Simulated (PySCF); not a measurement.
## Pd⁺ (palladium, charge +1) across methods

[Kr] 4d8 5s1, high-spin 4F determinant (an excited configuration). Computed with PySCF 2.14 in x2c-TZVPPall (8s6p6d2f1g, 79 functions), with scalar relativity by spin-free X2C-1e.

```tsv
method	E (hartree)	mean ε 4d α (eV)	mean ε 4d β (eV)	mean ε 5s α (eV)	Σ⟨r²⟩ (bohr²)	⟨S²⟩
r2SCAN0	-5044.84	-21.032	-19.414	-13.973	39.71	3.752
B97-3	-5044.53	-20.729	-19.322	-13.557	39.86	3.751
wB97X-V	-5044.56	-23.087	-21.754	-15.550	39.94	3.751
PBE	-5044.44	-18.734	-17.278	-13.036	39.99	3.751
UHF	-5042.42526	-25.762	-23.821	-15.251	40.17	3.753
r2SCAN	-5044.86	-19.158	-17.598	-13.273	39.75	3.752
wB97M-V	-5044.49	-23.151	-21.729	-15.543	40.00	3.751
LDA	-5039.48	-18.898	-17.428	-13.347	39.94	3.750
```

Estimate the same row for PBE0.

E (hartree) = -5044.52; mean ε 4d α (eV) = -20.714; mean ε 4d β (eV) = -19.154; mean ε 5s α (eV) = -13.734; Σ⟨r²⟩ (bohr²) = 39.85; ⟨S²⟩ = 3.751.
